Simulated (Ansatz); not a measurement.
Born–Oppenheimer molecular dynamics of ClHOZn (4 atoms, charge 0, multiplicity 1). It goes on from the last frame of an earlier run, with new velocities.

Computed with Ansatz 0.2.0, RKS PBE0-D4/def2-SVP.

```json
{"ensemble": "NVT, Langevin thermostat", "time step": "0.5 fs", "steps asked": "166", "set temperature": "700 K", "friction": "0.02 /fs", "temperature schedule": "41 steps to 700 K, then 125 steps to 2100 K", "seed": "307867"}
```

First frame:

```xyz
4
Properties=species:S:1:pos:R:3
Zn -0.023 -0.091 0.035
Cl 0.026 0.060 2.149
O 0.085 0.024 -1.694
H 0.419 -0.787 -2.084
```

Problem. What does the run give?

Solution. The run went to its last step.

* steps done: 166
* time covered: 83 fs
* mean temperature over the second half: 1132 K
* spread of the potential energy over the second half: 20.4 meV per atom
* mean potential energy of the second half above the start: 32.0 meV per atom

The schedule's set-point averaged 1635 K over the second half and the system 1132 K, so it lags behind the ramp. A run of 0.083 ps of so small a system gives no equilibrium averages.

Problem. What happens to the structure?

Solution. The same pairs are bonded in the first frame and the last. Pairs count as bonded within 1.25 times the sum of covalent radii (0.12 Å more for H–H). The details hang on the random start.

Problem. How do temperature and energy run in time?

Solution. 
| time (fs) | T (K) | potential energy less start (eV) |
| --- | --- | --- |
| 0.0 | 525 | 0.000 |
| 4.0 | 734 | -0.012 |
| 8.0 | 763 | 0.035 |
| 12.0 | 582 | 0.084 |
| 16.0 | 317 | 0.116 |
| 20.0 | 289 | 0.079 |
| 24.0 | 299 | 0.101 |
| 28.0 | 391 | 0.066 |
| 32.0 | 291 | 0.084 |
| 36.0 | 298 | 0.116 |
| 40.0 | 348 | 0.107 |
| 44.0 | 774 | 0.106 |
| 48.0 | 1062 | 0.139 |
| 52.0 | 1320 | 0.115 |
| 56.0 | 1318 | 0.127 |
| 60.0 | 1626 | 0.095 |
| 64.0 | 1326 | 0.085 |
| 68.0 | 438 | 0.304 |
| 72.0 | 587 | 0.214 |
| 76.0 | 1149 | 0.187 |
| 80.0 | 1064 | 0.276 |

Time of the run: 5.7 min on 1 thread of Arm Neoverse V2, on a shared host, peak memory 0.13 GiB.
